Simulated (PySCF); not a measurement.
C₆H₇NS₂Si.
Bonds: Si1–N2, N2–C3, C3–C4 (aromatic), C4–C5 (aromatic), C5–S6 (aromatic), S6–C7 (aromatic), C7–C8 (aromatic), C8–C9 (aromatic), C9–S10 (aromatic), C3–S10 (aromatic), C5–C9 (aromatic). Hydrogens: H11, H12, H13 on Si1; H14 on N2; H15 on C4; H16 on C7; H17 on C8.

Probes without a nucleus sit at each ring's centroid and 1 Å off its mean plane on both sides; NICS is minus the shielding there, NICSzz its component along the normal. Level: GIAO PBE0/pcSseg-1 (PySCF, non-relativistic, gas phase) on the PBE0-D3(BJ)/def2-SVP geometry, one conformer.

Rings: 1. C3–C4–C5–C9–S10; 2. C5–S6–C7–C8–C9.

```
set  NICS(0)  NICS(1), two faces  NICS(1)zz, two faces
  P    -12.2       -10.2 / -10.2         -22.9 / -22.9
  Q    -10.7         -8.6 / -8.6         -17.1 / -17.1
```

**Question.** Which set (ppm) belongs to which ring?

**Answer.** P = 2, Q = 1.
- 1 (5-membered ring with S; formal bonds all aromatic): mean NICS(1)zz -17.1 ppm, shielded.
- 2 (5-membered ring with S; formal bonds all aromatic): mean NICS(1)zz -22.9 ppm, shielded. The ring is flat and has no four-coordinate atom; by the NICS criterion it is aromatic, though in fused rings the probe also feels the neighbouring ring.

**Question.** How do the rings differ in shape?

**Answer.** 
| ring | bond lengths (Å) | rms pucker (Å) | HOMA | nearest outside atom to a NICS(1) probe (Å) |
| --- | --- | --- | --- | --- |
| 1 | 1.376, 1.423, 1.391, 1.736, 1.756 | 0.00 | 0.74 | hydrogen 2.55 |
| 2 | 1.727, 1.734, 1.370, 1.420, 1.391 | 0.00 | 0.82 | hydrogen 2.54 |

HOMA = 1 − mean of α(R − Ropt)² over the ring bonds, with Krygowski's 1993 parameters (CC: Ropt 1.388 Å, α 257.7 Å⁻²; CS: Ropt 1.677 Å, α 94.09 Å⁻²).

Shape of the structure used: `[SiH3:1][NH:2][c:3]1[cH:4][c:5]2[s:6][cH:7][cH:8][c:9]2[s:10]1`: Si1–N2–C3–C4 -179°.
